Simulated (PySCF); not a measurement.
diiodomethane anion (CH2I2), SMILES ICI (connectivity only; charge and spin as stated), charge -1, multiplicity 2.

The structure is a stationary point at PBE-D3(BJ)/def2-SVPD. The spin state was assumed, not searched. The def2 effective core potentials stand for the cores of I; spin–orbit coupling is left out.

Computed with PBE/def2-TZVPD in PySCF.

Gas-phase values at a fixed geometry. A positive occupied level means that this level leaves the electron formally unbound; only the finite basis holds it.

```yaml
total_energy: -634.69626 hartree
point_group: C2v
"α spin, highest occupied and lowest empty level": 0.27 and 2.11 eV
"β spin, highest occupied and lowest empty level": -1.65 and 1.16 eV
dipole_moment_about_the_centre_of_nuclear_charge: 0.57 D
mean_static_polarisability: 164.4 bohr³ (24.36 Å³)
polarisability_principal_values: 100.9, 106.3, 286.0 bohr³
"⟨S²⟩": 0.753 (pure state 0.75)
```
